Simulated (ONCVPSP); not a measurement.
# Nb (Z = 41): one change to an ONCV potential, before and after

ONCVPSP 4.0.1 input, shortened (lines: element, Z, core and valence counts, functional; n l f; lmax; l rc ep ncon nbas qcut; lloc lpopt rc5 dvloc0; l nproj debl; icmod fcfact rcfact), PBE, fully relativistic:

```
  Nb 41.00    7    3        4      upf
    1    0    2.00
    2    0    2.00
    2    1    6.00
    3    0    2.00
    3    1    6.00
    3    2   10.00
    4    0    2.00
    4    1    6.00
    4    2    3.00
    5    0    2.00
    3
    0    3.20    0.00    4    8    2.20
    1    1.50    0.00    3    6    7.40
    2    2.20    0.00    4    9    7.90
    3    2.65    0.45    4    8    4.60
    4    3    1.10    0.00
    0    2    1.00
    1    2    3.80
    2    3    2.10
    3    2    1.80
    0    0.00    0.00
```

Open shells are filled in proportion to 2j + 1.

All-electron outer shells of the reference configuration (PBE, scalar-relativistic, ld1.x):

```csv
shell,level (eV),outermost node (bohr),outermost maximum (bohr)
4s,-60.83,0.53,1.04
4p,-36.82,0.54,1.12
5s,-4.68,1.40,3.00
4d,-4.64,0.55,1.45
```

Change: local potential polynomial inside 1.05 bohr (lpopt 5, dvloc0 6 Ha).

Cutoffs: the cutoffs (Ha) at which the residual kinetic energy of the hardest occupied pseudo-wave falls to 1 and 0.1 mHa per electron; they do not see the model core or the augmentation charge, which bear on the density cutoff. Errors are all-electron minus pseudo energies relative to the spin-unpolarised reference configuration.

Task: Predict the effect on cutoff, ghosts and configuration errors.

Result: The potential gets neither clearly harder nor softer (20 Ha and 25 Ha → 20 Ha and 25 Ha); both files keep a bound ghost (s); the errors of the 4 common tests hardly move; the range in which the f7/2 phases agree widens (upper end 2.4 → 3.9); the range in which the f5/2 phases agree widens (upper end 2.5 → 3.9).

```csv
quantity,base,changed
"cutoff, loose",20 Ha,20 Ha
"cutoff, tight",25 Ha,25 Ha
bound ghosts,s,s
GHOST(+) flags under 300 eV,"f7/2 at 83.3 eV, f5/2 at 83.5 eV",none
"error for 4p6 4d4 5s1, meV [ΔE 0.52 eV]",-22,-22
"error for 4p6 4d4 5s0, meV [ΔE 7.16 eV]",-60,-60
"error for 4p6 4d3 5s0, meV [ΔE 21.19 eV]",-17,-17
"error for 4p5 4d4 5s1, meV [ΔE 40.30 eV]",+7.6,+7.6
s: phases at 3.24 bohr within 0.05 rad from the reference energy up to (Ha; the scan ends near 5),n/a,n/a
p3/2: phases at 1.53 bohr within 0.05 rad from the reference energy up to (Ha; the scan ends near 5),to the end of the scan,to the end of the scan
p1/2: phases at 1.53 bohr within 0.05 rad from the reference energy up to (Ha; the scan ends near 5),to the end of the scan,to the end of the scan
d5/2: phases at 2.24 bohr within 0.05 rad from the reference energy up to (Ha; the scan ends near 5),to the end of the scan,to the end of the scan
d3/2: phases at 2.24 bohr within 0.05 rad from the reference energy up to (Ha; the scan ends near 5),to the end of the scan,to the end of the scan
f7/2: phases at 2.69 bohr within 0.05 rad from the reference energy up to (Ha; the scan ends near 5),2.4,3.9
f5/2: phases at 2.69 bohr within 0.05 rad from the reference energy up to (Ha; the scan ends near 5),2.5,3.9
```

 A true bound ghost makes a file unfit for plane-wave use even where its test errors are small: the radial tests pick states by their node count and pass the ghost by.
